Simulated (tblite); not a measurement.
Compound: C₉H₉N₃.
Geometry (GFN2-xTB, Å), atoms numbered from 1 in this order:
```
atom  x, y, z in Å
C1    -3.113   -1.039    0.278
C2    -1.914   -0.154    0.130
C3    -2.074    1.206   -0.119
C4    -0.974    2.033   -0.249
C5     0.307    1.522   -0.140
C6     0.475    0.165    0.103
N7     1.750   -0.401    0.222
C8     2.961    0.133   -0.085
C9     3.858   -0.859    0.226
N10    3.166   -1.916    0.696
N11    1.923   -1.640    0.690
C12   -0.632   -0.667    0.241
H13   -3.697   -0.738    1.147
H14   -3.756   -0.957   -0.597
H15   -2.818   -2.077    0.400
H16   -3.069    1.616   -0.208
H17   -1.111    3.088   -0.435
H18    1.157    2.179   -0.234
H19    3.095    1.112   -0.491
H20    4.924   -0.874    0.142
H21   -0.466   -1.715    0.437
```

Method: GFN2-xTB as coded in tblite; computed harmonic values from a numerical Hessian at the method's own geometry, unscaled. Errors from tens to a few hundred cm⁻¹ against measured bands are possible. One conformer, not necessarily the lowest.

Harmonic wavenumbers (cm⁻¹): 27.5, 30.4, 98.7, 139.2, 198.2, 264.3, 314.2, 356.7, 412.6, 453.8, 509.0, 535.7, 624.5, 653.2, 660.3, 692.1, 769.9, 786.2, 836.4, 857.5, 878.4, 893.6, 926.4, 927.4, 982.8, 999.8, 1016.4, 1032.4, 1055.2, 1084.8, 1127.1, 1150.3, 1186.4, 1200.7, 1250.5, 1269.6, 1305.4, 1329.9, 1355.9, 1398.2, 1403.6, 1461.3, 1465.4, 1476.4, 1483.7, 1492.0, 1587.6, 1602.3, 3009.8, 3023.2, 3055.3, 3083.0, 3092.8, 3104.0, 3109.5, 3188.6, 3205.0.

A = 2400, B = 599.8, C = 482.9 MHz; mass 159.080 u (most abundant isotopes); point group C1, symmetry number 1.

Problem. Zero-point energy?

Solution. Half the sum of the wavenumbers: 35718 cm⁻¹ = 427.27 kJ/mol.

Problem. What is S at 350 K and 1 bar for an ideal gas of classical rigid rotors and harmonic oscillators?

Solution. Translation 175.41, rotation 129.67, vibration 153.69: S = 458.8 J/(mol K).

Problem. And Cp and H(350 K) − H(0)?

Solution. Cp = 196.62 J/(mol K), of which vibrations give 163.36 (their classical limit is 57 R = 473.9); H(350 K) − H(0) = 38.67 kJ/mol without the zero-point energy, 27.03 from vibrations.

Problem. How do the functions run with temperature in this model?

Solution. 
```json
{"T (K)": "100", "S (J/(mol K))": "308.6", "Cp (J/(mol K))": "75.2", "H − H(0) (kJ/mol)": "5.62", "G − H(0) (kJ/mol)": "-25.25", "ln q(vib)": "2.68"}
{"T (K)": "200", "S (J/(mol K))": "373.1", "Cp (J/(mol K))": "117.7", "H − H(0) (kJ/mol)": "15.16", "G − H(0) (kJ/mol)": "-59.46", "ln q(vib)": "5.30"}
{"T (K)": "300", "S (J/(mol K))": "430.6", "Cp (J/(mol K))": "170.0", "H − H(0) (kJ/mol)": "29.50", "G − H(0) (kJ/mol)": "-99.67", "ln q(vib)": "7.88"}
{"T (K)": "500", "S (J/(mol K))": "541.1", "Cp (J/(mol K))": "266.2", "H − H(0) (kJ/mol)": "73.62", "G − H(0) (kJ/mol)": "-196.95", "ln q(vib)": "13.26"}
{"T (K)": "800", "S (J/(mol K))": "687.5", "Cp (J/(mol K))": "354.1", "H − H(0) (kJ/mol)": "168.04", "G − H(0) (kJ/mol)": "-381.92", "ln q(vib)": "21.42"}
{"T (K)": "1000", "S (J/(mol K))": "770.5", "Cp (J/(mol K))": "389.7", "H − H(0) (kJ/mol)": "242.63", "G − H(0) (kJ/mol)": "-527.89", "ln q(vib)": "26.60"}
```

q(vib) and H(0) count from the zero-point level.

Problem. Which modes carry the vibrational entropy at 350 K?

Solution. 27.5 cm⁻¹: 26.44; 30.4 cm⁻¹: 25.61; 98.7 cm⁻¹: 15.87; 139.2 cm⁻¹: 13.07; 198.2 cm⁻¹: 10.24; 264.3 cm⁻¹: 8.02 J/(mol K); the other 51 give 54.43 together.

Problem. Blend soft modes into free rotors: weight 1/[1 + (100 cm⁻¹/ν̃)⁴] for the oscillator and the rest for a rotor with moment μB/(μ + B), μ = h/(8π²ν), B = 10⁻⁴⁴ kg m². What vibrational entropy results?

Solution. 135.29 J/(mol K) in place of 153.69, which changes −T·S at 350 K by +6.44 kJ/mol.

Problem. What must be added to the electronic energy to get the Gibbs energy at 350 K and 1 bar?

Solution. ZPE + [H(350 K) − H(0)] − T·S = 427.27 + 38.67 − 160.57 = 305.37 kJ/mol.

Hindered rotation and anharmonicity are outside this model. Other conformers, if any are populated, would add a mixing term that is left out. The structure is chiral; the term R ln 2 for an equal mix with its mirror image is left out.

Hardware: one thread, x86-64 server, shared host. This covers the Hessian and the dipole derivatives.
